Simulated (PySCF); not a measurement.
Work out the structure from these simulated measurements.

Elements present: C, H, N and S. Monoisotopic mass: 135.0143 u.

| Item | Value |
| --- | --- |
| Rotational structure | rotational constants A, B, C: 5.414, 0.627, 0.562 GHz [PBE0-D3(BJ)/def2-TZVP] |
| NMR, other nuclei | isotropic shieldings of nuclei other than C and H, by class: 137 (1 N), 687 (1 S) ppm [GIAO B97-2/pcSseg-2] |
| Dipole | 2.92 D [B97-2/pcSseg-2] |
| 1H NMR | chemical shifts (computed TMS as zero) by class: 7.58 (2 H), 7.44 (1 H), 7.42 (2 H) ppm [GIAO B97-2/pcSseg-2] |
| 13C NMR | chemical shifts (computed TMS as zero) by class: 148.1 (1 C), 139.7 (1 C), 136.3 (2 C), 133.6 (2 C), 132.5 (1 C) ppm [GIAO B97-2/pcSseg-2] |

Gas-phase values; electronic properties from PySCF, density fitting. Levels stand in brackets. One conformer (not necessarily the lowest) at the PBE0-D3(BJ)/def2-TZVP geometry, without solvent, vibrations or thermal averaging. NMR values are class means; diastereotopic atoms form classes of their own.

Problem. Which formula fits the mass and the elements?

Solution. C7H5NS (calculated 135.0143). No other formula that holds each of these elements comes within 0.0003 u with a fitting electron parity and a possible valence count.

Problem. Give a SMILES that accounts for the data.

Solution. Numbering: `[S:1]=[C:2]=[N:3][c:4]1[cH:5][cH:6][cH:7][cH:8][cH:9]1`. Its formula, C7H5NS, gives 6 degrees of unsaturation: 1 ring and 5 π bonds in the structure found (Kekulé form). 7 carbons fall into 5 classes; from least to most shielded: isothiocyanate carbon [C2] (148.1 ppm), aromatic carbon bearing nitrogen [C4] (139.7 ppm), aromatic CH carbon [C6/C8] (136.3 ppm, 2 C), aromatic CH carbon [C5/C9] (133.6 ppm, 2 C, up to 6.5 ppm apart in this geometry), aromatic CH carbon [C7] (132.5 ppm). Hydrogen classes from least to most shielded: 2 H on the meta carbons, C6/C8 (7.58 ppm), 1 H on the para carbon, C7 (7.44 ppm), 2 H on the ortho carbons, C5/C9 (7.42 ppm). The other shieldings belong to: 137 ppm, isothiocyanate nitrogen [N3]; 687 ppm, sulfur bonded to C [S1]. The optimised geometry has point group Cs and is an asymmetric top. Structure: `S=C=Nc1ccccc1` (phenyl isothiocyanate). Computed isomers that give other values at the same levels: `N#CSc1ccccc1` (13C chemical shifts (computed TMS as zero) by class: 144.3 (2 C), 138.3 (1 C), 136.8 (2 C), 133.6 (1 C), 117.7 (1 C) ppm). The assignments are read from this structure; whether some other isomer fits the data as well wasn't checked.

Shape of the structure used: `[S:1]=[C:2]=[N:3][c:4]1[cH:5][cH:6][cH:7][cH:8][cH:9]1`: C2–N3–C4–C5 180°.
